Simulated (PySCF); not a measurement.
Ionising MgPb

PBE0; PySCF, scalar-relativistic core potentials, basis sets Mg def2-SVP, Pb def2-SVP with ECP60. Neutral (UKS): triplet (π ↑↑), Re = 2.833 Å, ωe = 202 cm⁻¹, De = 0.85 eV, HOMO -4.59 eV, LUMO -2.61 eV.

MgPb⁺ (UKS): doublet (π ↑), Re = 3.018 Å, ωe = 179 cm⁻¹. The energies at the minima are -392.75377 hartree for MgPb and -392.52409 for MgPb⁺.

Question: Work out the adiabatic ionisation energy, without and with harmonic zero-point energies (1 hartree = 27.2114 eV, 1 eV = 8065.5 cm⁻¹), and the change of the bond length.

Answer: At PBE0: 0.22968 hartree = 6.250 eV between the minima; the zero-point term (179.0 − 202.0)/2 cm⁻¹ = -0.001 eV makes it 6.248 eV. Re changes by +18.5 pm against the neutral. The electron leaves a π orbital, and the longer bond of the ion fits a bonding orbital, or a change in how ionic the bond is.

These are scalar-relativistic numbers at best; spin–orbit coupling would shift them, the dissociation energy most. States were picked by a PBE0 search and need not be the measured ground states.
